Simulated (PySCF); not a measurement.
A run for PySCF: R-M06-2X/def2-TZVPPD on H4O4Sn (SMILES [OH][Sn]([OH])([OH])[OH]). Elements past Kr take the def2 small-core potentials; no spin–orbit coupling.

```python
from pyscf import gto, dft

mol = gto.M(
    atom='''
    O     0.38517441    1.62885339   -1.05343451
    Sn    0.00020687    0.00011512    0.00002582
    O    -1.19892510    0.23015447    1.55558553
    O    -0.92080757   -1.24661784   -1.22799235
    O     1.73464784   -0.61278911    0.72572607
    H    -0.28487565    1.76020044   -1.74087594
    H    -0.69425438    0.47636513    2.34519174
    H    -1.48167582   -1.86363881   -0.73450461
    H     2.46040939   -0.37274278    0.13037825
    ''',
    basis='def2-tzvppd',
    ecp={'Sn': 'def2-tzvppd'},
    charge=0, spin=0, verbose=4, max_memory=1800)
mf = dft.RKS(mol, xc='m062x').density_fit(auxbasis='def2-universal-jkfit')
mf.grids.level = 4
mf.conv_tol = 1e-9
mf.max_cycle = 150
mf.kernel()
mf.dip_moment()
```

It printed:

```
PySCF version 2.14.0

[INPUT] verbose = 4
[INPUT] num. atoms = 9
[INPUT] num. electrons = 58
[INPUT] charge = 0
[INPUT] spin (= nelec alpha-beta = 2S) = 0
[INPUT] symmetry False subgroup None
[INPUT] Mole.unit = angstrom
[INPUT] Symbol           X                Y                Z      unit          X                Y                Z       unit  Magmom
[INPUT]  1 O      0.385174410000   1.628853390000  -1.053434510000 AA    0.727874145091   3.078086804169  -1.990702714065 Bohr   0.0
[INPUT]  2 Sn     0.000206870000   0.000115120000   0.000025820000 AA    0.000390927643   0.000217545271   0.000048792729 Bohr   0.0
[INPUT]  3 O     -1.198925100000   0.230154470000   1.555585530000 AA   -2.265640082867   0.434928914644   2.939630615036 Bohr   0.0
[INPUT]  4 O     -0.920807570000  -1.246617840000  -1.227992350000 AA   -1.740074120726  -2.355766299597  -2.320569224561 Bohr   0.0
[INPUT]  5 O      1.734647840000  -0.612789110000   0.725726070000 AA    3.278009340168  -1.158003590016   1.371423513757 Bohr   0.0
[INPUT]  6 H     -0.284875650000   1.760200440000  -1.740875940000 AA   -0.538336958057   3.326296755939  -3.289778743445 Bohr   0.0
[INPUT]  7 H     -0.694254380000   0.476365130000   2.345191740000 AA   -1.311950638980   0.900199630993   4.431770098192 Bohr   0.0
[INPUT]  8 H     -1.481675820000  -1.863638810000  -0.734504610000 AA   -2.799961505190  -3.521766946010  -1.388012550130 Bohr   0.0
[INPUT]  9 H      2.460409390000  -0.372742780000   0.130378250000 AA    4.649499901408  -0.704381769109   0.246379185100 Bohr   0.0

nuclear repulsion = 302.548548381833
number of shells = 102
number of NR pGTOs = 393
number of NR cGTOs = 284
basis = def2-tzvppd
ecp = {'Sn': 'def2-tzvppd'}


******** <class 'pyscf.df.df_jk.DFRKS'> ********
method = DFRKS
initial guess = minao
damping factor = 0
level_shift factor = 0
DIIS = <class 'pyscf.scf.diis.CDIIS'>
diis_start_cycle = 1
diis_space = 8
diis_damp = 0
SCF conv_tol = 1e-09
SCF conv_tol_grad = None
SCF max_cycles = 150
direct_scf = False
XC library pyscf.dft.libxc version 7.1.2
    S. Lehtola, C. Steigemann, M. J. T. Oliveira, and M. A. L. Marques,  SoftwareX 7, 1–5 (2018)
XC functionals = m062x
    Y. Zhao and D. G. Truhlar,  Theor. Chem. Acc. 120, 215 (2008)
    Y. Zhao and D. G. Truhlar,  Theor. Chem. Acc. 120, 215 (2008)
radial grids:
    Treutler-Ahlrichs [JCP 102, 346 (1995); DOI:10.1063/1.469408] (M4) radial grids

becke partition: Becke, JCP 88, 2547 (1988); DOI:10.1063/1.454033
pruning grids: <function nwchem_prune>
grids dens level: 4
symmetrized grids: False
atomic radii adjust function: <function treutler_atomic_radii_adjust>
small_rho_cutoff = 0
Set gradient conv threshold to 3.16228e-05
Initial guess from minao.
tot grids = 208000
******** <class 'pyscf.df.df.DF'> ********
auxbasis = def2-universal-jkfit
init E= -480.525686420974
  HOMO = -0.765507858514965  LUMO = -0.597754187537447  gap/eV = 4.56481
cycle= 1 E= -516.744979082011  delta_E= -36.2  |g|= 2.32  |ddm|= 33.3
  HOMO = -0.224042624745053  LUMO = -0.00055412096034857  gap/eV = 6.08143
cycle= 2 E= -517.16381990244  delta_E= -0.419  |g|= 1.92  |ddm|= 6.14
  HOMO = -0.397467790218916  LUMO = -0.0448571339034629  gap/eV = 9.59502
cycle= 3 E= -517.655200995226  delta_E= -0.491  |g|= 0.0831  |ddm|= 1.78
  HOMO = -0.396551721629407  LUMO = -0.0483571619225991  gap/eV = 9.47486
cycle= 4 E= -517.655281515695  delta_E= -8.05e-05  |g|= 0.0975  |ddm|= 0.131
  HOMO = -0.40415644573976  LUMO = -0.0494685811359403  gap/eV = 9.65155
cycle= 5 E= -517.656904294633  delta_E= -0.00162  |g|= 0.00757  |ddm|= 0.0745
  HOMO = -0.403580434044277  LUMO = -0.0489153625277332  gap/eV = 9.65093
cycle= 6 E= -517.656928029293  delta_E= -2.37e-05  |g|= 0.00236  |ddm|= 0.0164
  HOMO = -0.40377126151868  LUMO = -0.049135625955067  gap/eV = 9.65013
cycle= 7 E= -517.656930451561  delta_E= -2.42e-06  |g|= 0.000516  |ddm|= 0.00426
  HOMO = -0.403748875296502  LUMO = -0.0491232752738107  gap/eV = 9.64985
cycle= 8 E= -517.656930580721  delta_E= -1.29e-07  |g|= 9.74e-05  |ddm|= 0.00107
  HOMO = -0.403759724594503  LUMO = -0.0491342253431988  gap/eV = 9.64985
cycle= 9 E= -517.656930584883  delta_E= -4.16e-09  |g|= 6.1e-05  |ddm|= 0.000203
  HOMO = -0.403760133748676  LUMO = -0.0491344788290036  gap/eV = 9.64986
cycle= 10 E= -517.656930585541  delta_E= -6.58e-10  |g|= 2.6e-05  |ddm|= 5.26e-05
  HOMO = -0.403760325162955  LUMO = -0.049134413177967  gap/eV = 9.64986
Extra cycle  E= -517.656930585462  delta_E= 7.84e-11  |g|= 3.67e-05  |ddm|= 3.64e-05
converged SCF energy = -517.656930585462
Dipole moment(X, Y, Z, Debye):  0.00135,  0.00209,  0.00100
```

The run converged.

Cost: roughly 110 core-seconds.
